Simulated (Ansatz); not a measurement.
`CC(C)F` and `C[CH](C)[SbH2]` differ in one atom or group.

Ansatz, PBE0-D4/def2-TZVP geometries, multiplicity 1. 

Elements past krypton have def2 core potentials.  Spin–orbit coupling is left out; it splits and shifts lone-pair levels of the heavy atoms by tenths of an eV.

| property | `CC(C)F` |
| --- | --- |
| HOMO–LUMO gap (B3LYP/def2-TZVPP) / eV | 9.88 |
| HOMO energy (B3LYP/def2-TZVPP) / eV | -8.97 |
| LUMO energy (ωB97M-V/def2-TZVPP) / eV | 2.69 |
| LUMO energy (PBE/def2-TZVPP) / eV | 0.48 |
| HOMO energy (ωB97M-V/def2-TZVPP) / eV | -11.57 |
| HOMO–LUMO gap (PBE/def2-TZVPP) / eV | 7.99 |

(1) Give the same properties after the change, and the shifts. (Best estimate.)

Answers

(1) Ansatz gave: 
```json
{"property": "HOMO–LUMO gap (B3LYP/def2-TZVPP) / eV", "`C[CH](C)[SbH2]`": "6.18", "shift": "-3.70"}
{"property": "HOMO energy (B3LYP/def2-TZVPP) / eV", "`C[CH](C)[SbH2]`": "-6.63", "shift": "2.34"}
{"property": "LUMO energy (ωB97M-V/def2-TZVPP) / eV", "`C[CH](C)[SbH2]`": "1.38", "shift": "-1.31"}
{"property": "LUMO energy (PBE/def2-TZVPP) / eV", "`C[CH](C)[SbH2]`": "-0.98", "shift": "-1.46"}
{"property": "HOMO energy (ωB97M-V/def2-TZVPP) / eV", "`C[CH](C)[SbH2]`": "-8.87", "shift": "2.70"}
{"property": "HOMO–LUMO gap (PBE/def2-TZVPP) / eV", "`C[CH](C)[SbH2]`": "4.82", "shift": "-3.17"}
```

With PBE0 the HOMO rises by 2.38 eV and the LUMO falls by 1.49 eV, so the gap narrows by about 3.87 eV. PBE moves the HOMO by 1.71 eV and ωB97M-V by 2.70 eV. The zero-point energy changes by 28.6 kJ/mol with +6 modes.

B3LYP here is the variant with VWN-RPA as its local correlation; programs differ in this.
